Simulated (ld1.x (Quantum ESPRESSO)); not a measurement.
# Ti, TM: configuration errors across variants

ld1.x (Quantum ESPRESSO) 7.5 input, shortened:

```
&input
   title='Ti', zed=22., rel=1, dft='PBESOL', iswitch=3,
   config='[Ar] 3d2 4s2 4p0 4f-2'
 /
 &inputp
   pseudotype=2, tm=.true., lloc=0,
   nlcc=.false.
 /
4
3P  2  1   6.00   0.00  1.15  1.15  0.0
3D  3  2   2.00   0.00  2.15  2.15  0.0
4F  4  3  -2.00   0.35  2.25  2.25  0.0
3S  1  0   2.00   0.00  1.30  1.30  0.0
 &test
   configts(1)='3s2 3p6 3d2 4s2 4p0'
 /
```

Occupied shells without a wave of their own: 4s. They enter only through the test configuration that unscreens the potential.

All-electron excitation energies from the reference (eV): (1) 3s2 3p6 3d2 4s1 4p0 7.359; (2) 3s2 3p6 3d2 4s0 4p0 20.830; (3) 3s2 3p6 3d1 4s0 4p0 47.726; (4) 3s2 3p6 3d2 4s1.5 4p0 2.944; (5) 3s2 3p6 3d2 4s0 4p1 11.138; (6) 3s2 3p6 3d0 4s0 4p0 90.970; (7) 3s2 3p6 3d1 4s2 4p0 9.763.

For the base: The 4s level has no wave, so the channel is fitted at the deeper level alone: the likely source of the large errors.

1 further variants failed, have other tests or too few solved ones, and are left out.

A true bound ghost makes a file unfit for plane-wave use even where its test errors are small: the radial tests pick states by their node count and pass the ghost by.

The file “all radii scaled by about 1.11 (s 1.44, p 1.28, d 2.40, f 2.50 bohr)” misses its own reference levels by 0.3 eV. The file “all radii scaled by about 1.19 (s 1.56, p 1.38, d 2.56, f 2.68 bohr)” misses its own reference levels by 0.5 eV. The file “all radii scaled by about 1.31 (s 1.70, p 1.50, d 2.82, f 2.94 bohr)” misses its own reference levels by 0.8 eV.

Errors AE − PS in meV (a dash: test not solved or not reliable):

```csv
change,(1),(2),(3),(4),(5),(6),(7),bound ghosts
base,-231,-610,-881,-101,-444,-614,+106,f
"all radii scaled by about 0.76 (s 1.00, p 0.88, d 1.64, f 1.72 bohr)",-51,-135,-194,-22,-98,-79,+29,none
"all radii scaled by about 0.81 (s 1.04, p 0.92, d 1.74, f 1.82 bohr)",-57,-151,-211,-25,-109,-29,+39,none
"all radii scaled by about 0.89 (s 1.16, p 1.02, d 1.92, f 2.00 bohr)",-121,-319,-457,-53,-232,-231,+66,none
"all radii scaled by about 0.96 (s 1.24, p 1.10, d 2.06, f 2.16 bohr)",-168,-442,-629,-73,-322,-322,+91,none
"all radii scaled by about 1.05 (s 1.36, p 1.20, d 2.26, f 2.36 bohr)",-315,-833,-1204,-137,-605,-926,+131,none
"all radii scaled by about 1.11 (s 1.44, p 1.28, d 2.40, f 2.50 bohr)",-422,-1120,-1602,-184,-811,-1229,+173,none
"all radii scaled by about 1.19 (s 1.56, p 1.38, d 2.56, f 2.68 bohr)",-635,-1684,-2421,-276,-1218,-2157,+210,none
"all radii scaled by about 1.31 (s 1.70, p 1.50, d 2.82, f 2.94 bohr)",-1013,-2693,-3812,-441,-1945,-3556,+280,none
```

Q: Give the same row for: all radii scaled by about 1.25 (s 1.62, p 1.44, d 2.68, f 2.80 bohr).

A: -811, -2154, -3078, -353, -1557, -2825, +245; bound ghosts: none.
